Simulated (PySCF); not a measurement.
Species: B₂BrH₇N₂.
Atom-mapped SMILES: `[Br:1][BH-:2]1[NH2+:3][BH2-:4][NH2+:5]1` (hydrogens: H6 on B2; H7, H8 on N3; H9, H10 on B4; H11, H12 on N5)

Geometry (PBE0-D3(BJ)/def2-SVP, Å), atoms numbered from 1 in this order:
```xyz
12
B2BrH7N2 angstrom
Br     2.507    1.021    0.219
B      0.682    0.349    0.697
N     -0.448    1.046   -0.156
B     -0.903   -0.425   -0.599
N      0.398   -1.074    0.076
H      0.464    0.393    1.886
H     -1.118    1.589    0.382
H     -0.092    1.628   -0.913
H     -1.913   -0.764   -0.013
H     -0.925   -0.566   -1.806
H      0.239   -1.814    0.755
H      1.110   -1.384   -0.582
```

Computed, not measured: TDDFT CAM-B3LYP/def2-SVPD, vertical, gas phase, core orbitals frozen in the response (PySCF). The CAM-B3LYP/def2-SVPD calculation is non-relativistic and has no spin–orbit coupling, an omission that weighs most on bromine.

Ground-to-excited transition dipoles (e·a0, same axes as the geometry; the sign carries no meaning), for the states with f of 0.002 or more among the lowest 8:

```
state  E (eV)      μx      μy      μz
   S1   6.895   0.312   0.162   0.340
   S2   7.129  -0.217   0.544  -0.060
   S3   7.233   0.037   0.041   0.235
   S5   7.468  -0.141   0.354  -0.039
   S6   7.732   0.291   0.055  -0.553
   S7   7.854  -0.158  -0.068  -0.047
   S8   7.887  -0.046   0.029   0.438
```

(1) Work out the oscillator strengths.

(2) Label these states by symmetry in Cs.

(3) What angle do the transition dipoles of S1 and S5 make?

(4) What peak molar absorption coefficient would the strongest computed level give as a lone Gaussian band 0.5 eV wide at half height?

Results:

(1) f = (2/3) ΔE |μ|² with ΔE in hartree (27.2114 eV).

| state | \|μ\|² (au) | \|μ\| (D) | f |
| --- | --- | --- | --- |
| S1 | 0.239 | 1.24 | 0.040 |
| S2 | 0.347 | 1.50 | 0.061 |
| S3 | 0.058 | 0.61 | 0.010 |
| S5 | 0.146 | 0.97 | 0.027 |
| S6 | 0.393 | 1.59 | 0.075 |
| S7 | 0.032 | 0.45 | 0.006 |
| S8 | 0.195 | 1.12 | 0.038 |

(2) The ground state is totally symmetric, so the direction of μ fixes the label. Polarised normal to the mirror plane, so A″: S2 and S5. Polarised in the mirror plane, so A′: S1, S3, S6, S7 and S8.

(3) |cos θ| = |μa·μb| / (|μa| |μb|) = 0.00, so θ ≈ 90° (taken between 0 and 90°, since the signs are arbitrary).

(4) ε(max) = 2.175×10⁸ f / FWHM, with the width in cm⁻¹. S6: 2.175×10⁸ × 0.0745 / 4033 ≈ 4000 L mol⁻¹ cm⁻¹.

All these states lie below the vertical ionisation energy of 9.93 eV (ΔSCF).

One conformer stands for the species.

Without π bonds the low states may be Rydberg-like; a valence basis with one diffuse set may place them up to an eV too high.
